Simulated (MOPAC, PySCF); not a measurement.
Stepwise substitution at one centre (Ga CH3-H). All species are isolated molecules in the gas phase. Strings in code marks are SMILES.

Quantity: redistribution energy (mixed species minus the weighted end members), in kcal/mol. Semi-empirical values (MOPAC) are differences of heats of formation.

Level 1: B3LYP/6-31G* // B3LYP-D3(BJ)/def2-TZVP (PySCF)
Level 2: B3LYP/LANL2DZ // B3LYP-D3(BJ)/def2-TZVP (PySCF)
Level 3: AM1 // B3LYP-D3(BJ)/def2-TZVP (MOPAC)
Level 4: PM7 // B3LYP-D3(BJ)/def2-TZVP (MOPAC)

```tsv
species	level 2	level 3	level 4
1 of 3 CH3 replaced by H: `[CH3][GaH][CH3]`	-0.07	-0.32	-0.04
2 of 3 CH3 replaced by H: `[CH3][GaH2]`	-0.12	-0.31	0.03
```

Q: What does level 1 give for each?

A: 
- 1 of 3 CH3 replaced by H: `[CH3][GaH][CH3]`: -0.39
- 2 of 3 CH3 replaced by H: `[CH3][GaH2]`: -0.35
